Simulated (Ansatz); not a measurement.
Isolated molecules relaxed with PBE0-D4/def2-TZVP in Ansatz; ΔE leaves out vibrations. CBS: MP2 limit from def2 TZ/QZ plus the TZ coupled-cluster correction, frozen cores. This one scheme is used for every species. Functionals use def2-TZVPP. B3LYP here is the variant with VWN-RPA as its local correlation; programs differ in this. Each species was taken in one conformer, which may not be the lowest.

`F[Si](F)(F)O[SiH3]` + H₂ → `F[SiH](F)O[SiH3]` + H–F  (hydrogenolysis of the Si–F bond)

CCSD(T)/CBS gives +30.7 kcal/mol.

Q: Another level gave +30.9 kcal/mol. Which?
A. BHLYP-D4/def2-TZVPP
B. B97M-V/def2-TZVPP
C. B3LYP-D4/def2-TZVPP
D. PBE0/def2-TZVPP

A: C. B3LYP-D4 30.9, B97M-V 33.2, PBE0 28.9, BHLYP-D4 31.9 kcal/mol.

Largest T1 diagnostic among the species: 0.012.

At CCSD(T), def2-SVP lies −3.2 kcal/mol from the extrapolated value and def2-TZVPP +0.1 kcal/mol. From BLYP to BHLYP (50 % exact exchange), in def2-TZVPP and without D4, ΔE moves by +1.8 kcal/mol. Leaving LDA and LC-ωPBE aside and taking each functional with its dispersion term where it has one, the values, not all of them listed here, spread over 4.6 kcal/mol, from PBE-D4 to B97M-V. LDA lies +1.3 kcal/mol from PBE without D4.

CCSD(T)/CBS has its own doubt, a few kJ/mol and more with outer-core shells, so smaller differences from it don't rank the levels.
